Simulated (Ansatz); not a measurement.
Z-matrix (Å, degrees):
```
C
Br 1 1.859
C 1 1.327 2 123.6
F 1 1.320 2 114.7 3 -180.0
F 3 1.323 1 121.0 2 0.0
I 3 2.060 1 123.6 2 -180.0
```

The species carries charge 0 and has multiplicity 1. I: def2 effective core potential.

List the ωB97M-V/def2-TZVPP orbital energies in eV (the Gaussian-basis code of Ansatz). (Estimate.)

The calculation gave: Occupied: -13157.74, -1710.05, -1538.27, -1538.18, -1538.18, -679.10, -679.00, -285.69, -285.40, -242.90, -191.56, -182.68, -182.34, -182.34, -137.43, -137.07, -137.07, -76.04, -75.94, -75.93, -75.67, -75.67, -56.33, -56.20, -56.20, -55.89, -55.89, -38.41, -38.21, -26.78, -24.93, -22.73, -20.38, -18.89, -17.56, -17.42, -16.52, -16.30, -14.56, -12.87, -12.34, -11.49, -11.14, -10.43, -9.23. Lowest empty: 0.47, 1.80, 2.25, 3.69, 4.08, 4.75, 5.76, 5.94.
